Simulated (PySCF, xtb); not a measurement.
CH₂BF₃O, SMILES FC(F)(BO)F. Atoms are numbered in the order given.

```xyz
8

B      0.7630    -1.0364     0.0000
C      0.0462     0.4074     0.0000
F      0.3708     1.1312    -1.0876
F      0.3708     1.1312     1.0876
F     -1.3106     0.2794     0.0000
H      1.9600    -1.1294     0.0000
O      0.0020    -2.1342     0.0000
H     -0.9483    -1.9349     0.0000
```

Geometry: B3LYP-D3(BJ)/def2-SVP. One conformer was computed; it need not be the lowest.

Method: C-PCM-M06-2X/def2-SVP (PySCF 2.14.0).

The values are the electrostatic part of the solvation free energy, E(continuum) − E(gas) at the gas-phase geometry, in a cavity of scaled van der Waals radii (PySCF's table); cavitation and dispersion terms are not included. In vacuum the orbital gap is 11.00 eV. The dipole moment in vacuum is 1.48 D.

Q: Estimate the values in water (ε = 78.36), benzene (ε = 2.27), acetonitrile (ε = 35.69). (The exact figures need the calculation; the answer reports its results.)

A: 
```json
[
 {"solvent": "water", "ε": "78.36", "ΔG(elec) (kcal/mol)": "-4.4", "dipole (D)": "1.73", "gap (eV)": "11.10"},
 {"solvent": "benzene", "ε": "2.27", "ΔG(elec) (kcal/mol)": "-2.4", "dipole (D)": "1.61", "gap (eV)": "11.06"},
 {"solvent": "acetonitrile", "ε": "35.69", "ΔG(elec) (kcal/mol)": "-4.3", "dipole (D)": "1.72", "gap (eV)": "11.10"}
]
```

For comparison, GFN2-xTB/ALPB(water) (xtb, at the GFN2-xTB geometry, all terms of that model) gives -6.4 kcal/mol.
